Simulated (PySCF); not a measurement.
**n-PeOMe: 4 charge schemes on one density**

Compound: n-PeOMe, C6H14O.
Structure used (GFN2-xTB), in Å, numbered top down from 1:
```
atom  x, y, z in Å
C1    -3.5053   -0.1647    0.2557
C2    -2.2606    0.4659   -0.3578
C3    -0.9784   -0.1830    0.1585
C4     0.2670    0.4517   -0.4533
C5     1.5434   -0.2016    0.0620
O6     2.6540    0.4223   -0.5411
C7     3.8778   -0.1142   -0.1182
H8    -3.5536   -1.2252    0.0170
H9    -3.4932   -0.0585    1.3384
H10   -4.4039    0.3145   -0.1261
H11   -2.3006    0.3652   -1.4445
H12   -2.2419    1.5330   -0.1256
H13   -0.9363   -0.0862    1.2461
H14   -0.9933   -1.2502   -0.0764
H15    0.2433    0.3559   -1.5399
H16    0.3017    1.5164   -0.2169
H17    1.6064   -0.1020    1.1583
H18    1.5423   -1.2783   -0.1756
H19    3.9530   -1.1812   -0.3669
H20    4.6586    0.4357   -0.6394
H21    4.0105    0.0012    0.9659
```

Density: PBE0/pcSseg-1 (PySCF); schemes: Mulliken, IAO, Hirshfeld and ESP-fitted. Geometry: GFN2-xTB, one conformer, isolated molecule.

What partial charge does each atom carry?

In e:

```tsv
atom	environment	Mulliken	IAO	Hirshfeld	ESP-fitted
C1	methyl carbon	-0.254	-0.416	-0.118	-0.402
C2	chain CH2 carbon	-0.270	-0.243	-0.063	+0.272
C3	chain CH2 carbon	-0.274	-0.251	-0.065	+0.122
C4	chain CH2 carbon	-0.235	-0.254	-0.073	-0.191
C5	sp3 carbon bound to oxygen	+0.086	-0.039	+0.003	+0.361
O6	ether oxygen	-0.521	-0.392	-0.146	-0.379
C7	methoxy carbon	-0.023	-0.199	-0.043	-0.159
H8	methyl hydrogen	+0.106	+0.135	+0.038	+0.085
H9	methyl hydrogen	+0.106	+0.135	+0.038	+0.085
H10	methyl hydrogen	+0.114	+0.140	+0.040	+0.092
H11	methylene hydrogen	+0.115	+0.129	+0.036	-0.050
H12	methylene hydrogen	+0.115	+0.129	+0.036	-0.050
H13	methylene hydrogen	+0.112	+0.124	+0.034	-0.040
H14	methylene hydrogen	+0.112	+0.124	+0.034	-0.040
H15	methylene hydrogen	+0.122	+0.137	+0.037	+0.033
H16	methylene hydrogen	+0.122	+0.137	+0.037	+0.033
H17	methylene hydrogen	+0.090	+0.107	+0.028	-0.028
H18	methylene hydrogen	+0.090	+0.107	+0.028	-0.027
H19	methyl hydrogen	+0.084	+0.117	+0.034	+0.076
H20	methyl hydrogen	+0.120	+0.156	+0.049	+0.129
H21	methyl hydrogen	+0.084	+0.117	+0.034	+0.077
```

Mean size of the charges over all atoms: IAO 0.171 e, Mulliken 0.150 e, ESP-fitted 0.130 e, Hirshfeld 0.048 e. Each set sums to the total charge, 0, to within 0.001 e. The ESP scheme is a least-squares fit of atom-centred charges to the potential on four shells outside the van der Waals surface, with the total charge fixed.

Lowest charge. The schemes don't all agree: Mulliken O6 (-0.521); IAO C1 (-0.416); Hirshfeld O6 (-0.146); ESP-fitted C1 (-0.402).

Highest charge. The schemes don't all agree: Mulliken H15 and H16 (+0.122); IAO H20 (+0.156); Hirshfeld H20 (+0.049); ESP-fitted C5 (+0.361).

Sum the charges by element, for elements with more than one atom.

```
element  atoms  Mulliken     IAO  Hirshfeld  ESP-fitted
      C      6    -0.970  -1.403     -0.358      +0.004
      H     14    +1.492  +1.794     +0.504      +0.374
```

How many electrons does the IAO scheme count on C3?

Z − q = 6 − (-0.251) = 6.251.
